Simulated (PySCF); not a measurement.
C2H5AlBrF. Atoms are numbered in the order given.

```xyz
10

Al    -0.2451    -0.5087    -0.1124
F     -0.5052    -1.9140     0.7434
Br     0.8062     1.1554     0.9929
C     -0.8267    -0.3353    -1.9602
C     -1.5056    -1.5684    -2.5755
H      0.0604    -0.0367    -2.5494
H     -1.4942     0.5457    -2.0036
H     -2.4122    -1.8558    -2.0194
H     -0.8386    -2.4453    -2.5740
H     -1.8058    -1.3868    -3.6209
```
Charge 0, spin multiplicity 1.

The structure is a stationary point at B3LYP-D3(BJ)/def2-SVP. The structure was generated by enumeration; whether it is a known compound was not checked. The values are those of a single conformer.

Vertical ionisation energy (IE) and electron affinity (EA) in eV. Rows of orbital energies are one-electron estimates. Where ΔSCF, EOM or ADC give a negative EA the extra electron is unbound and the value depends on the basis.

```
level                                         IE    EA
------------------------------------------  ----  ----
−ε(HOMO), −ε(LUMO), PBE0/def2-TZVP (PySCF)  8.30  0.73
−ε(HOMO), −ε(LUMO), PBE/def2-TZVP (PySCF)      ?     ?
```

Fill in the missing entries. (An estimate is asked for; the answer gives what the named calculation found.)


- −ε(HOMO), −ε(LUMO), PBE/def2-TZVP (PySCF), IE: 7.04
- −ε(HOMO), −ε(LUMO), PBE/def2-TZVP (PySCF), EA: 1.50
